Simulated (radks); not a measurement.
Coulomb parameter of the 3d shell of the chromium ion Cr3+ in the model configuration [Ar] 3d1.5 4s1.5, as a second difference U = [E(n + 0.5) + E(n - 0.5) - 2 E(n)] / (0.5)^2 with all orbitals relaxed. "Bare": the charge of the atom changes with n. "Screened": the 4s shell takes up the change at fixed total charge, which measures U(3d,3d) + U(4s,4s) - 2 U(3d,4s). All-electron calculation, scalar-relativistic Kohn-Sham, PBE, spin-unpolarised, spherical densities, finite nucleus; Fermi nuclear charge, rms radius 3.6452 fm. Program: a radial shooting solver on a logarithmic mesh with Libxc functionals.

case              configuration  E - E(n) (eV)
start          [Ar] 3d1.5 4s1.5          0.000
bare +0.5        [Ar] 3d2 4s1.5        -22.507
bare -0.5        [Ar] 3d1 4s1.5         27.338
screened +0.5      [Ar] 3d2 4s1         -7.807
screened -0.5      [Ar] 3d1 4s2          9.046

U(bare) = 19.322 eV, U(screened by 4s) = 4.955 eV, against the Slater integral F0(3d,3d) = 24.573 eV with frozen orbitals.
